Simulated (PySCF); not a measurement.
CH₅N₂S, SMILES NC([NH3+])=S, charge +1.

Geometry: B3LYP-D3(BJ)/def2-SVP. The isomer is the one that the SMILES or the coordinates give; other isomers of the formula were not compared. Other conformers were not sampled.

Two levels are set side by side: PBE/def2-TZVP (PySCF) and ωB97X/def2-TZVP (PySCF). Same geometry, gas phase. Differences are taken from unrounded values.

```json
[
 {"quantity": "orbital gap (eV)", "ωB97X": "9.94", "PBE": "3.31", "PBE minus ωB97X": "-6.64"},
 {"quantity": "highest occupied level (eV)", "ωB97X": "-14.25", "PBE": "-10.69", "PBE minus ωB97X": "3.56"},
 {"quantity": "lowest empty level (eV)", "ωB97X": "-4.30", "PBE": "-7.38", "PBE minus ωB97X": "-3.08"},
 {"quantity": "mean polarisability (bohr³)", "ωB97X": "45.8", "PBE": "47.3", "PBE minus ωB97X": "1.5"}
]
```

Without exact exchange PBE keeps part of each electron's self-repulsion, which lifts occupied levels and narrows the gap. PBE's more diffuse valence density responds more strongly to a field. Differences between two approximate levels are no errors against the true value.

Rough cost on one machine, each run with all the roots and properties that it gave: ωB97X against PBE within a factor of 2.
